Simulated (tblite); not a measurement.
Species: C7H14Si2.
Cartesian coordinates in Å at the GFN2-xTB level; atoms count from 1:
```xyz
23
C7H14Si2 angstrom
C      3.1750    0.9507    1.5958
C      1.9676    0.6067    1.1769
Si     1.6184   -0.6834   -0.1457
C      0.1368   -0.0770   -1.2118
C     -0.2454   -1.1307   -2.2497
C     -0.9929    0.2661   -0.3192
C     -1.3947    1.4615    0.1481
Si    -2.7501    0.7572    1.2381
C     -1.9167   -0.7305    0.3411
H      4.0648    0.4982    1.1882
H      3.3373    1.6965    2.3599
H      1.1095    1.0969    1.6232
H      1.2756   -1.9683    0.4814
H      2.7800   -0.8724   -1.0240
H      0.4482    0.8352   -1.7349
H     -1.0694   -0.7789   -2.8706
H     -0.5523   -2.0547   -1.7651
H      0.6001   -1.3524   -2.8981
H     -0.9748    2.4250   -0.0979
H     -4.1488    1.0238    0.9002
H     -2.5541    0.7979    2.6889
H     -1.3877   -1.4591    0.9546
H     -2.5309   -1.2815   -0.3693
```

Calculated harmonic vibrations of the isolated species, GFN2-xTB (tblite), most abundant isotopes, no scaling. Against measured fundamentals such values can be off by several per cent, at times by over 20. Modes of hydrogen on silicon can be 10 to 20 % off. One conformer, not necessarily the lowest.

Harmonic wavenumbers (cm⁻¹): 25.2, 39.8, 55.9, 87.4, 122.0, 186.5, 202.9, 226.0, 245.3, 300.8, 393.6, 427.3, 452.1, 475.6, 477.4, 498.1, 562.4, 589.6, 612.9, 675.6, 696.8, 702.0, 730.1, 748.2, 782.2, 787.7, 814.9, 835.6, 903.9, 920.6, 992.1, 1011.5, 1030.8, 1032.7, 1061.5, 1093.1, 1131.9, 1150.8, 1191.6, 1271.9, 1285.5, 1292.4, 1414.5, 1422.3, 1467.2, 1507.9, 1513.3, 1607.3, 1670.6, 2201.2, 2220.4, 2234.0, 2252.6, 2908.0, 2972.7, 2993.2, 3000.1, 3020.8, 3022.4, 3034.4, 3061.4, 3069.4, 3098.8.

A = 1552, B = 765.2, C = 574.2 MHz; mass 154.063 u (most abundant isotopes); point group C1, symmetry number 1.

Q: Zero-point energy?

A: Half the sum of the wavenumbers: 38908 cm⁻¹ = 111.24 kcal/mol.

Q: Give the ideal-gas entropy at 500 K and 1 bar in the rigid-rotor, harmonic-oscillator model (classical rotation).

A: Translation 43.60, rotation 32.07, vibration 68.94: S = 144.6 cal/(mol K).

Q: And Cp and H(500 K) − H(0)?

A: Cp = 71.99 cal/(mol K), of which vibrations give 64.04 (their classical limit is 63 R = 125.2); H(500 K) − H(0) = 21.00 kcal/mol without the zero-point energy, 17.03 from vibrations.

Q: How do the functions run with temperature in this model?

A: 
```
 T (K)  S (cal/(mol K))  Cp (cal/(mol K))  H − H(0) (kcal/mol)  G − H(0) (kcal/mol)  ln q(vib)
    50             64.1              15.9                 0.60                -2.61       1.39
   100             77.1              22.3                 1.55                -6.16       3.36
298.15            113.4              49.3                 8.61               -25.19      10.51
373.15            125.5              58.8                12.67               -34.15      13.15
   750            177.5              90.1                41.43               -91.69      25.82
  1000            205.1             101.8                65.52              -139.62      33.40
```

q(vib) and H(0) count from the zero-point level.

Q: Blend soft modes into free rotors: weight 1/[1 + (100 cm⁻¹/ν̃)⁴] for the oscillator and the rest for a rotor with moment μB/(μ + B), μ = h/(8π²ν), B = 10⁻⁴⁴ kg m². What vibrational entropy results?

A: 61.86 cal/(mol K) in place of 68.94, which changes −T·S at 500 K by +3.54 kcal/mol.

Q: Which modes carry the vibrational entropy at 500 K?

A: 25.2 cm⁻¹: 7.20; 39.8 cm⁻¹: 6.29; 55.9 cm⁻¹: 5.62; 87.4 cm⁻¹: 4.74; 122.0 cm⁻¹: 4.08; 186.5 cm⁻¹: 3.25 cal/(mol K); the other 57 give 37.76 together.

Hindered rotation and anharmonicity are outside this model. Other conformers, if any are populated, would add a mixing term that is left out. The structure is chiral; the term R ln 2 for an equal mix with its mirror image is left out.
